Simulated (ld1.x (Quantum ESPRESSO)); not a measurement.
**Pseudopotential generation for arsenic: TM, LDA (PZ), fully relativistic.**

As (Z = 33), norm-conserving Troullier–Martins (Kleinman–Bylander form), made with ld1.x (Quantum ESPRESSO) 7.5 (LDA (PZ), fully relativistic). Core [Ar], reference 3d10 4s2 4p2.5 (charge +0.5). Waves: 4s (bound): rc 1.60 bohr; 3d (bound): rc 0.75 bohr; 4p (bound): rc 1.70 bohr. Local part: the p channel. Core correction: Bessel-smoothed model core inside 0.50 bohr.

Open shells are filled in proportion to 2j + 1 (rel_dist='average').

All-electron outer shells of the reference configuration (LDA (PZ), scalar-relativistic, ld1.x):

```json
{"shell": "3p", "level (eV)": "-138.06", "outermost node (bohr)": "0.22", "outermost maximum (bohr)": "0.52"}
{"shell": "3d", "level (eV)": "-45.53", "outermost node (bohr)": "–", "outermost maximum (bohr)": "0.47"}
{"shell": "4s", "level (eV)": "-18.97", "outermost node (bohr)": "0.73", "outermost maximum (bohr)": "1.59"}
{"shell": "4p", "level (eV)": "-9.27", "outermost node (bohr)": "0.78", "outermost maximum (bohr)": "1.92"}
```

**Question.** Does the generator finish with these settings?

**Answer.** No. ld1.x (Quantum ESPRESSO) 7.5 stopped with "run_pseudo: Errors in PS-KS equation": the pseudo-atom solver did not find the valence states with the expected number of nodes, which is the usual sign of a ghost state.
